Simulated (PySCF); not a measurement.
A structure optimised at B3LYP-D3(BJ)/def2-SVP, used in a PySCF frequency run:

```xyz
8

C      1.2243    -1.6489     0.0000
C      0.1038    -0.9661     0.0000
F     -1.1110    -1.5242     0.0000
C      0.0168     0.5489     0.0000
F     -0.6400     0.9868    -1.0808
F     -0.6400     0.9868     1.0808
F      1.2393     1.0924     0.0000
H      2.2958    -1.4806     0.0000
```
Charge 0, spin multiplicity 2.

### Question
Write its SMILES, formula and point group.

### Answer
[CH]=C(F)C(F)(F)F, C3HF4, Cs

### Question
What are its rotational constants (standard atomic weights)?

### Answer
3.7302, 2.5492, 2.0631 GHz
